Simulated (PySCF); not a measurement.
# Hartree-Fock beside MP2: Ge2H4N cation

Calculated results; nothing here was measured. The program is PySCF 2.14.0, an open-source quantum chemistry code, run on an isolated molecule that a program drew, which may never have been made. The molecule is Ge2H4N cation (charge +1, singlet), drawn as the SMILES string `[GeH2]=[N][GeH2+]`.

The geometry was optimised and harmonic frequencies were computed with HF and MP2, all in the cc-pVDZ basis, for the commonest isotopes, with a restricted reference for singlets and an unrestricted one otherwise, and a frozen core in MP2. Germanium has the cc-pVDZ-PP basis, with a core potential (ECP10MDF) in place of its 10 inner electrons, and its 3s, 3p and 3d shells are frozen in MP2. Each result is a local minimum of its method.

Geometry at the HF minimum:
```xyz
7
Ge2H4N cation, angstrom
Ge   -1.5382   -1.0278   -1.1365
N    -0.3185   -1.2608    0.0040
Ge    0.9012   -1.4938    1.1446
H    -1.4417   -1.6987   -2.4858
H    -2.7201   -0.1495   -0.8023
H     0.8034   -2.6389    2.1240
H     2.0842   -0.5561    1.1801
```

Lengths of the bonds as drawn, in Å (atoms numbered as above):
| bond | HF | MP2 |
|---|---|---|
| Ge1-N2 | 1.686 | 1.722 |
| N2-Ge3 | 1.686 | 1.722 |
| Ge1-H4 | 1.510 | 1.517 |
| Ge1-H5 | 1.510 | 1.517 |
| Ge3-H6 | 1.510 | 1.517 |
| Ge3-H7 | 1.510 | 1.517 |

Rotational constants, in GHz:
```
constant,HF,MP2
A,73.01,70.37
B,1.129,1.084
C,1.129,1.084
```

Harmonic frequencies in cm^-1, each column in rising order, so a row needn't be the same motion in every method:
| rank | HF | MP2 |
|---|---|---|
| 1 | 109 | 76 |
| 2 | 109 | 77 |
| 3 | 285 | 355 |
| 4 | 406 | 365 |
| 5 | 661 | 585 |
| 6 | 661 | 585 |
| 7 | 709 | 644 |
| 8 | 709 | 644 |
| 9 | 924 | 859 |
| 10 | 947 | 875 |
| 11 | 1353 | ? |
| 12 | 2337 | 2266 |
| 13 | 2337 | 2267 |
| 14 | 2350 | 2298 |
| 15 | 2350 | 2298 |

**Estimate the missing MP2 frequency from the HF column.**

A single factor s that minimises the squared misfit of MP2 against s times HF over the other rows is sum(HF x MP2) / sum(HF^2) = 0.9653, with an rms misfit of 40 cm^-1. For rank 11 it gives 0.9653 x 1353 = 1306 cm^-1. The calculation gives 1259 cm^-1, 47 cm^-1 below the estimate. The drawn bonds are on average 1.0 % longer in MP2 than in HF.
